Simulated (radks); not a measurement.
Excited configurations of the nickel ion Ni2+: one electron is placed in a higher orbital outside [Ar] 3d7. The ground configuration is [Ar] 3d8. Calculated with a radial shooting solver on a logarithmic mesh with Libxc functionals: scalar-relativistic Kohn-Sham, PBE, spin-polarised, spherical densities, finite nucleus; open shells are filled with parallel spins first; Fermi nuclear charge, rms radius 3.7757 fm. Excitation = E - E(ground); binding = E(ion) - E, where the ion is the core of charge +3; n* = 3/sqrt(2 binding) in atomic units, and the quantum defect is n - n*.

| outer orbital | excitation (eV) | binding (eV) | n* | quantum defect | eigenvalue (eV) | <r> (bohr) |
|---|---|---|---|---|---|---|
| 4s | 6.605 | 29.320 | 2.044 | 1.956 | -24.752 | 2.231 |
| 4d | 22.947 | 12.977 | 3.072 | 0.928 | -10.568 | 3.864 |
| 7s | 30.869 | 5.056 | 4.921 | 2.079 | -4.412 | 12.60 |
| 7d | 32.341 | 3.584 | 5.845 | 1.155 | -3.125 | 16.88 |
| 7f | 33.121 | 2.804 | 6.608 | 0.392 | -2.435 | 20.85 |

Estimate the row for 4f.

Answer. excitation (eV) 27.952; binding (eV) 7.972; n* 3.919; quantum defect 0.081; eigenvalue (eV) -6.455; <r> (bohr) 5.749. The Delta-SCF ionisation energy is 35.925 eV (NIST Atomic Spectra Database: 35.19 eV, measured). Self-interaction in the functional shifts the binding energies and quantum defects, so they are the method's values and not measured ones. Open shells are spherical and high-spin; term and fine-structure splittings are not resolved.
